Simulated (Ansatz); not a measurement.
Reaction (SMILES): NB(N)Cl -> N[B]N + Cl atom (the B-Cl bond at the site shown breaks; other sites are not compared here)
Geometries: B3LYP-D3(BJ)/def2-TZVP minima from Ansatz (a quantum-chemistry and plane-wave program), one conformer each, not searched for the lowest. Frequencies are from Ansatz.

Quantity: bond dissociation energy (enthalpy at 298 K, with B3LYP-D3(BJ) rigid-rotor harmonic-oscillator terms), in kcal/mol. Valence correlation only, unless marked. Open shells are spin-unrestricted. No spin-orbit coupling. Non-relativistic. CBS(X,Y): correlation extrapolated as X^-3; Hartree-Fock from the larger set.

```json
[
 {"level": "BLYP-D4/def2-TZVPD", "program": "Ansatz + dftd4", "bond dissociation energy (kcal/mol)": "?"},
 {"level": "r2SCAN/def2-TZVPD", "program": "Ansatz", "bond dissociation energy (kcal/mol)": "120.9"},
 {"level": "r2SCAN-D3(BJ)/def2-TZVPD", "program": "Ansatz + dftd3", "bond dissociation energy (kcal/mol)": "121.2"},
 {"level": "r2SCAN-D4/def2-TZVPD", "program": "Ansatz + dftd4", "bond dissociation energy (kcal/mol)": "121.2"},
 {"level": "B3LYP/def2-TZVPD", "program": "Ansatz", "bond dissociation energy (kcal/mol)": "?"},
 {"level": "PBE0/def2-TZVPD", "program": "Ansatz", "bond dissociation energy (kcal/mol)": "121.5"},
 {"level": "PBE0/def2-QZVPP", "program": "Ansatz", "bond dissociation energy (kcal/mol)": "121.4"},
 {"level": "LC-wPBE-D3(BJ)/def2-TZVPD", "program": "Ansatz + dftd3", "bond dissociation energy (kcal/mol)": "121.5"},
 {"level": "B2GP-PLYP/def2-TZVPD", "program": "Ansatz", "bond dissociation energy (kcal/mol)": "?"},
 {"level": "B2PLYP/def2-TZVPD", "program": "Ansatz", "bond dissociation energy (kcal/mol)": "120.9"},
 {"level": "CCSD/6-31G", "program": "Ansatz", "bond dissociation energy (kcal/mol)": "?"},
 {"level": "CCSD/cc-pV(D+d)Z", "program": "Ansatz", "bond dissociation energy (kcal/mol)": "115.9"},
 {"level": "CCSD/aug-cc-pV(T+d)Z", "program": "Ansatz", "bond dissociation energy (kcal/mol)": "119.7"},
 {"level": "CCSD(T)/CBS(cc-pV(T+d)Z,cc-pV(Q+d)Z)", "program": "Ansatz", "bond dissociation energy (kcal/mol)": "125.4"}
]
```

Task: Fill in the missing entries.

Result: 
- BLYP-D4/def2-TZVPD, bond dissociation energy (kcal/mol): 118.6
- B3LYP/def2-TZVPD, bond dissociation energy (kcal/mol): 117.7
- B2GP-PLYP/def2-TZVPD, bond dissociation energy (kcal/mol): 121.9
- CCSD/6-31G, bond dissociation energy (kcal/mol): 101.2
